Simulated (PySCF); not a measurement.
Species: GaH2(CCH), C2H3Ga.
Bonds: Ga1–C4, C4–C5. Hydrogens: H2, H3 on Ga1; H6 on C5.

A calculation gives these core lines: C 1s: 290.17 (area 1), 290.47 (area 1) eV.

Method: PySCF 2.14.0, delta-SCF UKS SCAN, pcX-2 on the ionised atom, pcseg-1 elsewhere, spin-free X2C. Geometry: PBE0-D3(BJ)/def2-SVP; no solvent, vibrations or thermal averaging.

Q: Assign the C 1s lines to atoms.

A: 290.17 eV: C4 (carbon bonded to C and Ga); 290.47 eV: C5 (carbon bonded to C and H). Lowest listed C 1s: C4, bonded to C and Ga. Highest, 0.30 eV above it: C5, bonded to C and H.

Bonded neighbours of each site: C4: C and Ga; C5: C and H.

Q: Which photon energy gives electrons from C 1s of C4 a kinetic energy of 50 eV, and what is their de Broglie wavelength?

A: hν = 290.17 + 50 = 340.17 eV, recoil neglected; λ = 12.264 Å/√(E/eV) = 1.73 Å.

The unrestricted hole states depart most from a pure doublet (⟨S²⟩ = 0.75; over 0.85 named) for C 1s of C4 (0.87) and C 1s of C5 (0.86), which makes these values less certain. No level of gallium is listed.
